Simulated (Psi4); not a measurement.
C$_{3}$H$_{3}$O$_{3}$, doublet, geometry from GFN2-xTB. Base run: B3LYP/3-21G run with Psi4.

Geometry (Å):
```xyz
9

O      1.9534    -0.2931     0.2729
C      0.7930    -0.1129     0.1077
O      0.2383     1.0794    -0.2268
C     -1.1009     0.9226    -0.3740
C     -1.4392    -0.4849    -0.0350
O     -0.1669    -1.0506     0.2241
H     -1.7201     1.7926    -0.3519
H     -2.0789    -0.5903     0.8566
H     -1.9170    -1.0364    -0.8586
```
Charge 0, spin multiplicity 2.
Orbitals are unrestricted.
All else is at Psi4's defaults (density fitting, Cartesian functions).
Base energy -339.83016 Eh.

Each row names what was changed in the base input (with any setting that the change needs).

| change | ΔE vs base (mEh) | SCF cycles | grid points | basis functions |
|---|---|---|---|---|
| base | 0.000 | 11 | 189149 | 60 |
| dft_radial_scheme = becke | 0.000 | 11 | 166260 | 60 |
| dft_spherical_points = 194 | 0.001 | 11 | 121540 | 60 |
| puream = true | -0.011 | 11 | 189149 | 60 |
| puream = false | 0.000 | 11 | 189149 | 60 |
| scf_initial_accelerator = none | 0.000 | 11 | 189149 | 60 |
| basis_guess = true | 0.000 | 1 | 189149 | 60 |
| scf_type = pk | 0.115 | 11 | 189149 | 60 |
| scf_type = cd | -0.010 | 11 | 189149 | 60 |
| df_basis_scf = def2-universal-jkfit | 0.000 | 11 | 189149 | 60 |
| scf_initial_accelerator = ediis | 0.000 | 11 | 189149 | 60 |
| scf_type = mem_df | 0.000 | 11 | 189149 | 60 |
| guess = sapgau | 0.000 | 10 | 189149 | 60 |

Open shells are given as the SCF converged; they aren't shown to be the lowest states, and a large step between rows can be another state.
